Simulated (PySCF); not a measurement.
GeHO, charge +1, multiplicity 1. Atoms are numbered in the order given.

```xyz
3

O      0.0000     0.0000     1.2917
Ge     0.0000     0.0000    -0.3938
H      0.0000     0.0000     2.2677
```
Charge +1, spin multiplicity 1.

The structure is a stationary point at PBE-D3(BJ)/def2-TZVP. The isomer is the one that the SMILES or the coordinates give; other isomers of the formula were not compared.

Calculation: PBE-D3(BJ)/def2-TZVP (PySCF 2.14.0).

Frequencies are harmonic and unscaled.

Modes within 1.5 cm⁻¹ of each other (mostly degenerate sets) share a row, with their intensities summed.

```json
[
 {"mode": "1–2", "ν (cm⁻¹)": "191", "IR (km/mol)": "466.6", "moving atoms (share of kinetic energy)": "H 86 %, O 14 %"},
 {"mode": "3", "ν (cm⁻¹)": "852", "IR (km/mol)": "80.1", "moving atoms (share of kinetic energy)": "O 76 %, Ge 19 %"},
 {"mode": "4", "ν (cm⁻¹)": "3684", "IR (km/mol)": "486.9", "moving atoms (share of kinetic energy)": "H 94 %"}
]
```
